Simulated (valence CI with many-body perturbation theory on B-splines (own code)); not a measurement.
The numbers below are computed, except where a source is named.
**Run record, Sm³¹⁺**

Level of theory: valence CI with perturbative core correlation (CI+MBPT): three valence electrons over a frozen Dirac-Fock core [Ar] 3d10, radial functions for each j: 6 s, 6 p, 5 d, 3 f, 1 g, with the one-electron correlation potential Σ1 (screened to all orders), the two-electron term Σ2, the three-electron term Σ3, Breit, model QED; selected single and double excitations, second order for the rest, scaled by the run's own slope (own B-spline code, finite nucleus).

Command, and the settings that its task file holds:

```sh
python run_cv.py task.json out
```

```
atom Sm  Z=62  mass_number=152  rms_radius_fm=5.0819
core [Ar] 3d10
valence 4s2 4p1
avg = 1
basis = S
breit = 1
cap = 10000
capref = 1200
cscale = 1
de = 0.0
dress = 0
eps = 2e-08
extrap = 1
h = 0.27
hh = 1
l2 = 3
lcore = 2
maxit = 60
n2 = 5
natural = 1
nlev = 20
nno = [3, 3, 3, 2, 1]
nroot = 26
nsp = [3, 3, 2, 1, 0]
pt2 = 1
qed = 1
rpa = 1
s1 = 1
s2 = 1
s3 = 1
screen = 1
tol = 2e-05
whole = 1
```

It took 16 s on 1 thread of AMD EPYC 7R43 64-Core Processor (Zen 3) (shared host).

Log. The first blocks belong to the next ion, which gives the ionisation energy. Fields: 2J, parity (1 odd), roots, reference size, generating configurations, candidates as configurations/state functions, variational space P, stored matrix elements, Davidson steps; e2 is the range of second-order energies in hartree. The first line gives the box (bohr), its intervals, the orbitals and the steps of their self-consistent field. Window is the range of levels sought, series limit the energy at which the first omitted orbital would enter, core excitation an estimate of the first excitation out of the core, left out the lowest levels not solved, and shifts from estimates the range by which levels moved from their first estimate, all in cm⁻¹.

```
rmax 3.6 intervals 58 orbitals 36 references ['4s2 4p', '4s 4p2', '4s2 4d', '4p3', '4s 4p 4d'] scf 3 t 0.9
2J=0 par=0 roots 2 ref 15 generators 4 cand 92/92 P 105/105 nnz 0 it 0
2J=0 par=0 roots 2 ref 15 generators 4 cand 2/2 P 106/106 nnz 0 it 0
   second order: generators 8 cand 1/1 e2 -0.00000 -0.00000
reference levels 441, estimated 48, window 1811448 1/cm; series limit 5126873, core excitation 7827652
2J=1 par=1 roots 4 ref 27 generators 9 cand 581/881 P 848/1250 nnz 0 it 0
2J=1 par=1 roots 4 ref 27 generators 13 cand 522/797 P 1006/1481 nnz 0 it 4
   second order: generators 17 cand 519/801 e2 -0.00000 -0.00000
2J=3 par=1 roots 6 ref 45 generators 14 cand 808/1841 P 1091/2202 nnz 0 it 4
2J=3 par=1 roots 6 ref 45 generators 18 cand 740/1683 P 1235/2519 nnz 1e+06 it 4
   second order: generators 25 cand 907/2004 e2 -0.00001 -0.00000
2J=1 par=0 roots 4 ref 38 generators 11 cand 733/1096 P 767/1123 nnz 0 it 0
2J=1 par=0 roots 4 ref 38 generators 15 cand 762/1167 P 976/1421 nnz 0 it 4
   second order: generators 19 cand 553/869 e2 -0.00000 -0.00000
2J=3 par=0 roots 5 ref 59 generators 13 cand 834/1872 P 911/1810 nnz 0 it 5
2J=3 par=0 roots 5 ref 59 generators 17 cand 905/2066 P 1105/2213 nnz 0 it 5
   second order: generators 22 cand 711/1663 e2 -0.00000 -0.00000
2J=5 par=0 roots 4 ref 61 generators 10 cand 865/2244 P 875/1822 nnz 0 it 4
2J=5 par=0 roots 4 ref 61 generators 16 cand 981/2618 P 1075/2304 nnz 0 it 4
   second order: generators 23 cand 976/2570 e2 -0.00001 -0.00000
2J=5 par=1 roots 5 ref 44 generators 9 cand 848/2243 P 1116/2450 nnz 0 it 4
2J=5 par=1 roots 5 ref 44 generators 18 cand 740/1968 P 1255/2840 nnz 1.3e+06 it 5
   second order: generators 23 cand 786/2010 e2 -0.00000 -0.00000
2J=7 par=1 roots 2 ref 34 generators 4 cand 725/1879 P 823/1757 nnz 0 it 3
2J=7 par=1 roots 2 ref 34 generators 13 cand 862/2257 P 990/2160 nnz 0 it 4
   second order: generators 17 cand 695/1854 e2 -0.00001 -0.00000
left out: unestimated 2645199, estimated 2024450, shifts from estimates -1 to 0
operators 2.8
```

The Davidson iterations converged. The settings are bad on purpose, so the numbers may not be properties of the ion.

The last digits are not significant, and no measured levels were compared; by estimate large intervals hold to a few tenths of a per cent, small ones and those within an open d or f shell to about a per cent.

| Quantity | Value |
| --- | --- |
| Valence energy | -144.8659 hartree |
| Ionisation energy | 1227.2 eV (NIST: 1226 ± 4 eV (theoretical)) |
| Reference configurations for the orbitals | 4s2 4p, 4s 4p2, 4s2 4d, 4p3, 4s 4p 4d |
| Radial orbitals | 36 |
| Box radius | 3.582 bohr |
| Largest variational space | 2840 |
| Lowest levels | (4s^2 4p1/2) J=1/2 0, (4s^2 4p3/2) J=3/2 303140, (4s 4p1/2^2) J=1/2 542930, (4s 4p1/2 4p3/2) J=3/2 [a] 773580, (4s 4p1/2 4p3/2) J=5/2 823270, (4s 4p1/2 4p3/2) J=3/2 [b] 898900, (4s 4p1/2 4p3/2) J=1/2 928400, (4s 4p3/2^2) J=5/2 1102200, (4s 4p3/2^2) J=3/2 1220900, (4s 4p3/2^2) J=1/2 1229900, (4s^2 4d3/2) J=3/2 1297000, (4s^2 4d5/2) J=5/2 1338400, (4p1/2^2 4p3/2) J=3/2 1460000, (4s 4p1/2 4d3/2) J=3/2 [a] 1680100 cm⁻¹ |

Levels are named by their leading jj configuration (3d3/2^4 stands for four electrons in 3d with j = 3/2), which in mixed levels can hold well under half, so a name can repeat and another be missing. Letters in brackets count levels of one name in rising energy.
